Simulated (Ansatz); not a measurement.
Mulliken charges of `[O]=[Cr](=[O])([F])[Cl]` from r2SCAN/def2-TZVPP in Ansatz (PBE0-D4/def2-TZVP geometry).

```
atom   x (Å)   y (Å)   z (Å)  charge (e)
  O1  -0.330  -0.459   1.472      -0.367
 Cr2   0.020  -0.119   0.016       1.252
  O3   1.406  -0.699  -0.301      -0.367
  F4  -1.146  -0.770  -1.038      -0.332
 Cl5   0.100   1.973  -0.190      -0.187
```

Question: By hand: the dipole of these point charges (1 e Å = 4.8032 D).

Answer: Σ q r = (-0.008, 0.163, -0.030) e Å, of length 0.166 e Å = 0.80 D.

Question: How does the dipole of the full density compare? (Estimate.)

Answer: Computed: (-0.003, 0.132, -0.021) e Å, 0.64 D; the point charges give 1.25 times that, at 2° from its direction.

Point charges leave out the atoms' own dipoles, such as those of lone pairs, and Mulliken's split depends on the basis, so the two needn't agree.
